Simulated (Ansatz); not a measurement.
Start from `N/C(O)=N\[SiH3]` and change one atom or group to get `N/C(O)=N\C=O`.

Ansatz, PBE0-D4/def2-TZVP geometries, multiplicity 1. Each molecule was computed in one conformer, which needn't be the lowest.

```csv
property,`N/C(O)=N\[SiH3]`
LUMO energy (ωB97M-V/def2-TZVPP) / eV,2.07
HOMO energy (PBE/def2-TZVPP) / eV,-6.01
LUMO energy (PBE0/def2-TZVPP) / eV,0.56
HOMO energy (ωB97M-V/def2-TZVPP) / eV,-9.56
HOMO–LUMO gap (ωB97M-V/def2-TZVPP) / eV,11.64
size of the dipole moment (ωB97M-V/def2-TZVPP) / D,2.22
```

Q: Give the same properties after the change, and the shifts. (Best estimate.)

A: Ansatz gave: 
| property | `N/C(O)=N\C=O` | shift |
| --- | --- | --- |
| LUMO energy (ωB97M-V/def2-TZVPP) / eV | 1.48 | -0.59 |
| HOMO energy (PBE/def2-TZVPP) / eV | -5.90 | 0.11 |
| LUMO energy (PBE0/def2-TZVPP) / eV | -0.76 | -1.32 |
| HOMO energy (ωB97M-V/def2-TZVPP) / eV | -9.95 | -0.39 |
| HOMO–LUMO gap (ωB97M-V/def2-TZVPP) / eV | 11.42 | -0.22 |
| size of the dipole moment (ωB97M-V/def2-TZVPP) / D | 2.72 | 0.50 |

With PBE0 the HOMO falls by 0.22 eV and the LUMO falls by 1.32 eV, so the gap narrows by about 1.10 eV. PBE moves the HOMO by 0.11 eV and ωB97M-V by -0.39 eV. Dipoles are sizes alone; their direction can turn.
